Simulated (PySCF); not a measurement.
Geometry (Å), atoms numbered from 1 in this order:
```xyz
20

C     2.8551    1.0558    1.2716
C     2.2195    0.7003    0.3032
C     1.4148    0.2524   -0.8274
C     0.2750   -0.7006   -0.4192
C     0.7850   -2.0366    0.1125
Si   -0.9247    0.1581    0.7623
C    -2.6987    0.2655    0.1767
C    -1.8991    1.5512   -0.0195
F    -1.6318    1.8771   -1.3284
H     3.4276    1.3792    2.1209
H     0.9847    1.1322   -1.3349
H     2.0714   -0.2482   -1.5622
H    -0.3306   -0.8773   -1.3252
H    -0.0425   -2.7210    0.3547
H     1.4257   -2.5371   -0.6325
H     1.3871   -1.8986    1.0245
H    -0.6264    0.1713    2.2168
H    -3.5536    0.3131    0.8605
H    -2.9349   -0.2620   -0.7562
H    -2.2472    2.4302    0.5383
```

Geometry: PBE0-D3(BJ)/def2-SVP; GIAO shifts from PySCF 2.14, gas phase, non-relativistic, averaged over equivalent atoms.

At PBE0/pcSseg-1 (215 basis functions, 80 s wall time on 1 thread of an Arm Neoverse N1, shared host):
```
      atoms  δ (ppm)
         C2     86.6
         C1     77.3
         C8     74.7
         C3     25.9
         C4     19.7
         C5     17.5
         C7      6.6
        Si6   -103.6
         F9   -256.8
        H20     5.00
        H17     3.32
        H11     2.78
        H12     2.19
        H10     1.96
H14/H15/H16     1.41
        H18     1.03
        H13     0.86
        H19     0.83
```

δ = σ(ref) − σ, references computed at the same level: 13C (σref 184.41), 29Si (σref 351.99), 1H (σref 31.27) vs TMS; 19F (σref 177.25) vs CFCl3.

Estimate the result of repeating the calculation with wB97X-D/pcSseg-1.

Answers


```csv
atoms,δ at wB97X-D/pcSseg-1,change
C2,86.9,+0.3
C1,78.0,+0.7
C8,74.0,-0.7
C3,25.0,-0.9
C4,18.2,-1.5
C5,17.4,-0.1
C7,6.3,-0.3
Si6,-101.4,+2.2
F9,-251.9,+4.9
H20,4.93,-0.07
H17,3.32,+0.00
H11,2.67,-0.11
H12,2.09,-0.10
H10,2.01,+0.05
H14/H15/H16,1.39,-0.02
H18,0.96,-0.07
H13,0.76,-0.10
H19,0.81,-0.02
```

References, each an isolated molecule treated in the same way: 13C (σref 184.54) and 29Si (σref 352.93) and 1H (σref 31.38) vs TMS; CFCl3 for 19F (σref 187.16).

The largest change is at F9 (fluorine on an sp3 carbon). Cost: 215 basis functions, 98 s wall time on 1 thread of an Arm Neoverse N1, shared host. The order of the carbon signals is the same at both levels.

Unscaled 19F shifts against computed CFCl3 carry errors that often reach 10 to 50 ppm.
